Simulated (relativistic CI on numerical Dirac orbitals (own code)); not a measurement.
A reference radial Dirac CI calculation of Sb IV gave the lowest total energy -6470.90583 Ha in 33 SCF steps, from this input:

```
atom Sb  Z=51  charge=3  electrons=48
nucleus A=121  rms_radius_fm=4.6802
hamiltonian dirac-coulomb  breit=on  qed=on  c_scale=1
orbitals kli  potential=per-configuration
slater_scale 1
correlation none
mixing on
grid step=0.0125 r_max=50.3
scf mixing=0.4 start=green max_iterations=150 tolerance=2e-08 node_fill=0.05
configurations
  [Kr] 4d10 5s2
  [Kr] 4d10 5s 5p
  [Kr] 4d10 5p2
end
```

One setting was then changed, and the output read:

```
SCF 1: [Kr] 4d10 5s2
 iter      energy (Ha)   residual   last orbital (Ha)
    1     -6457.698571   2.42e+00     -2.48812
    2     -6476.445301   8.19e-01     -1.84489
    3     -6478.666273   1.36e-01     -1.57939
    4     -6478.744972   9.23e-02     -1.57744
    5     -6478.765586   2.84e-02     -1.55123
    6     -6478.765389   3.05e-03     -1.53545
    7     -6478.765783   6.40e-04     -1.53668
    8     -6478.765745   9.95e-05     -1.53656
    9     -6478.765737   5.55e-06     -1.53651
   10     -6478.765737   1.64e-06     -1.53651
   11     -6478.765737   1.22e-08     -1.53651
SCF 2: [Kr] 4d10 5s 5p
 iter      energy (Ha)   residual   last orbital (Ha)
    1     -6457.497166   2.40e+00     -1.91079
    2     -6476.140752   8.16e-01     -1.42052
    3     -6478.359193   1.38e-01     -1.23555
    4     -6478.435979   8.83e-02     -1.23503
    5     -6478.454916   2.53e-02     -1.21813
    6     -6478.454534   3.18e-03     -1.20836
    7     -6478.454898   3.61e-04     -1.20921
    8     -6478.454885   8.00e-05     -1.20919
    9     -6478.454880   8.23e-06     -1.20916
   10     -6478.454879   1.09e-06     -1.20916
   11     -6478.454879   1.77e-08     -1.20916
SCF 3: [Kr] 4d10 5p2
 iter      energy (Ha)   residual   last orbital (Ha)
    1     -6457.191020   2.40e+00     -1.91079
    2     -6475.754058   8.15e-01     -1.41529
    3     -6477.970065   1.39e-01     -1.22978
    4     -6478.045174   8.50e-02     -1.22990
    5     -6478.062854   2.31e-02     -1.21340
    6     -6478.062483   3.51e-03     -1.20427
    7     -6478.062855   4.72e-04     -1.20531
    8     -6478.062832   1.06e-04     -1.20530
    9     -6478.062825   7.56e-06     -1.20526
   10     -6478.062825   1.41e-06     -1.20526
   11     -6478.062825   1.41e-08     -1.20526
orbital energies (Ha): 3d3/2 -20.4219  3d5/2 -20.0674  4s -6.6511  4p1/2 -5.1428  4p3/2 -4.8322  4d3/2 -2.4444  4d5/2 -2.3990  5s -1.5365
configuration averages (Ha): Dirac-Coulomb, Breit, QED
  5s2                          -6478.765737    4.732192    0.000000
  5s 5p                        -6478.454879    4.732208    0.000000
  5p2                          -6478.062825    4.732209    0.000000
levels: no., configuration, term, J, E (cm-1), weight
   1 5s2                    1S   0                0.0  0.97
   2 5s 5p                  3P*  0            59548.1  1.00
   3 5s 5p                  3P*  1            61940.8  0.99
   4 5s 5p                  3P*  2            67485.6  1.00
   5 5s 5p                  1P*  1           104553.1  0.99
   6 5p2                    3P   0           149263.7  0.97
   7 5p2                    3P   1           152821.2  1.00
   8 5p2                    3P   2           156552.1  0.88
   9 5p2                    1D   2           167449.5  0.88
  10 5p2                    1S   0           190001.8  0.94
lowest total energy -6474.063053 Ha
end: converged
```

Task: Which setting was changed?
A. Slater scale
B. QED terms
C. start potential
D. SCF mixing

Result: B. The QED terms off.
